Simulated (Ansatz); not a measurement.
Ansatz (an electronic-structure program) input (SVWN5/def2-TZVPD):

Ansatz 0.2 input:
```yaml
crystal:
  periodic: [false, false, false]
  atoms:
    - {symbol: F, position_ang: [1.90129334, 0.83166074, -0.25773031]}
    - {symbol: C, position_ang: [0.69740103, 0.28376134, -0.09609723]}
    - {symbol: C, position_ang: [0.37732087, -1.01597997, -0.13771406]}
    - {symbol: C, position_ang: [-1.10509035, -1.12680534, 0.10263990]}
    - {symbol: C, position_ang: [-1.57520815, 0.30746467, 0.28656787]}
    - {symbol: C, position_ang: [-0.49561383, 1.06698847, 0.16128075]}
    - {symbol: H, position_ang: [1.04317133, -1.84645965, -0.31019386]}
    - {symbol: H, position_ang: [-1.33010453, -1.72525846, 0.99227872]}
    - {symbol: H, position_ang: [-1.62067796, -1.59819323, -0.74127812]}
    - {symbol: H, position_ang: [-2.59688630, 0.59238970, 0.47870266]}
basis:
  gaussian:
    orbitals: def2-TZVPD
hamiltonian:
  xc: {name: SVWN5}
magnetization: {spin_polarized: true, initial_magnetization: 1}
output: {forces: true}
```

End of the output:

```
mean field -7901.02581336 eV, -290.3573431334 hartree, gradient 2.6e-5 eV, S^2 0.756201; 3 other end points of the search recorded, 0 dependent functions left out
the calculation of the forces begins
reference -7901.02586477 eV, -290.3573450227 hartree; 22, 21 occupied and 239, 240 virtual orbitals, 1271 factors
Total energy: -7901.02586477 eV, -290.3573450227 hartree
Atom 0 at     1.901293     0.831661    -0.257730 Å, force    -0.468816    -0.239202     0.061049 eV/Å
Atom 1 at     0.697401     0.283761    -0.096097 Å, force     0.110995     0.594640     0.024981 eV/Å
Atom 2 at     0.377321    -1.015980    -0.137714 Å, force    -0.708942     0.152805     0.130031 eV/Å
Atom 3 at    -1.105090    -1.126805     0.102640 Å, force     0.650226     0.884284    -0.044173 eV/Å
Atom 4 at    -1.575208     0.307465     0.286568 Å, force     0.472030    -0.442845    -0.111580 eV/Å
Atom 5 at    -0.495614     1.066988     0.161281 Å, force     0.351225    -0.397088    -0.087977 eV/Å
Atom 6 at     1.043171    -1.846460    -0.310194 Å, force     0.262648    -0.324130    -0.067782 eV/Å
Atom 7 at    -1.330105    -1.725258     0.992279 Å, force    -0.076700    -0.180948     0.297915 eV/Å
Atom 8 at    -1.620678    -1.598193    -0.741278 Å, force    -0.173469    -0.138632    -0.279407 eV/Å
Atom 9 at    -2.596886     0.592390     0.478703 Å, force    -0.419199     0.091117     0.076943 eV/Å
Dipole moment:    -0.352494    -0.417565     0.028477 e Å
```

It need not be the lowest isomer of its formula.
